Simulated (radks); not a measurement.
Problem. Coherent X-ray form factor from a spherical all-electron density. All-electron calculation, scalar-relativistic Kohn-Sham, exchange-only LDA, spin-polarised, spherical densities, point nucleus. Program: a radial shooting solver on a logarithmic mesh with Libxc functionals.

sin(theta)/lambda (1/angstrom)  f0 (electrons)
0.05                                    74.482
0.1                                     72.986
0.15                                    70.664
0.2                                     67.734
0.25                                    64.435
0.3                                     60.986
0.4                                     54.284
0.5                                     48.397
0.6                                     43.450
0.8                                     35.670
1                                       29.613
1.25                                    23.746
1.5                                     19.613
2                                       15.058

The species is in the configuration that NIST lists as its ground one. Which atom or ion scatters so?

Solution. The thallium ion Tl6+, [Xe] 4f14 5d7. Extrapolating in s^2 from the first two rows gives f0(0) = 75.0, near the electron count 75; among species with that count, the fall with angle is slower the higher Z, and the table is that of Z = 81; from so few rows the species is fixed only to a neighbour or two.
